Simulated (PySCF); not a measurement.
Compound: C2H4O2Si.
Numbering: `[O:1]=[CH:2][SiH2:3][CH:4]=[O:5]` (hydrogens: H6 on C2; H7, H8 on Si3; H9 on C4)

Structure used (PBE0-D3(BJ)/def2-SVP), in Å, numbered top down from 1:
```
atom  x, y, z in Å
O1    -1.6824   -1.3307    0.9174
C2    -1.3780   -0.7340   -0.0841
Si3   -0.1078    0.7258   -0.0076
C4     1.6204   -0.1503    0.0328
O5     2.3711   -0.1574   -0.9079
H6    -1.7902   -1.0521   -1.0816
H7    -0.1975    1.6065   -1.2058
H8    -0.3286    1.4566    1.2725
H9     1.8900   -0.6974    0.9790
```

Theory: PySCF, TDDFT B3LYP/def2-SVPD, vertical, gas phase, core orbitals frozen in the response.

Kohn–Sham orbitals with the atoms that hold most of them (Löwdin shares over 4%, at most four atoms; ? is withheld):

| orbital | ε (eV) | atoms |
| --- | --- | --- |
| HOMO-3 | -11.28 | O1 24%, O5 19%, Si3 16%, C2 13% |
| HOMO-2 | -10.25 | Si3 40%, H8 25%, H7 23% |
| HOMO-1 | -7.62 | O1 30%, O5 24%, Si3 11%, C2 11% |
| HOMO | -7.03 | ? |
| LUMO | -2.72 | ? |
| LUMO+1 | -1.89 | C4 26%, C2 21%, O5 18%, O1 13% |
| LUMO+2 | 0.29 | Si3 32%, C2 14%, H7 13%, H6 12% |

(1) Give the leading atoms of the HOMO.

(2) Give the leading atoms of the LUMO.

(3) How does S1 compare with the orbital gap of 4.31 eV?

(4) Give energy, strength and leading configuration of S1, S4 and S7, and follow the Löwdin shares of the leading atoms from the occupied to the empty orbital.

Results:

(1) O5 (bonded to C) 29%; O1 (bonded to C) 24%; Si3 (bonded to 2 C and 2 H) 12%; C4 (bonded to O, Si and H) 12%. By element: oxygen 53%, silicon 12%, carbon 12% or more.

(2) C2 (bonded to O, Si and H) 24%; O1 (bonded to C) 20%; C4 (bonded to O, Si and H) 18%; O5 (bonded to C) 17%. By element: carbon 42%, oxygen 37%.

(3) S1 is at 2.95 eV (f = 0.0099), 1.36 eV below the gap, made of HOMO→LUMO (86%), HOMO-1→LUMO+1 (12%). 

(4) 
- S1 (2.95 eV, f 0.0099), HOMO→LUMO (86%): O5 29% → 17%, O1 24% → 20%, C2 at most 12% → 24%
- S4 (4.86 eV, f 0.115), HOMO-1→LUMO+1 (85%): O1 30% → 13%, O5 24% → 18%, C4 at most 11% → 26%, C2 11% → 21%
- S7 (6.54 eV, f 0.0050), HOMO-2→LUMO (80%): Si3 40% → at most 17%, H8 25% → at most 17%, C2 at most 4% → 24%, O1 at most 4% → 20%

Löwdin shares depend on the basis, the more so with diffuse functions.

Time: 44 s of wall time. Hardware: Arm Neoverse V2, one thread, shared host.

One conformer stands for the species.
